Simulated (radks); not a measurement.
Values are calculated unless marked as measured or tabulated.
Question: All-electron atom: neutral tungsten in [Xe] 4f14 5d4 6s2. Level of theory: Dirac Kohn-Sham, PBE, spin-unpolarised, spherical densities, point nucleus; open shells are shared between the two j in proportion to 2j + 1 (a radial shooting solver on a logarithmic mesh with Libxc functionals).

Spin-orbit splittings of the eigenvalues, e(l+1/2) - e(l-1/2), with zeta = 2 splitting/(2l+1) and mean radii in bohr:

shell  occ.  splitting (eV)  zeta (eV)  <r> j=l-1/2  <r> j=l+1/2
2p        6            1353      901.9      0.06365      0.07161
3p        6           292.5      195.0       0.1906       0.2053
3d       10           63.61      25.44       0.1797       0.1842
4p        6           67.79      45.19       0.4546       0.4878
4d       10           12.49      4.995       0.5048       0.5162
4f       14               ?          ?       0.6029       0.6126
5p        6           9.819      6.546        1.177        1.282
5d        4          0.7281     0.2912        2.018        2.118

Estimate the 4f splitting.

Answer: 2.237 eV (zeta = 0.6392 eV).
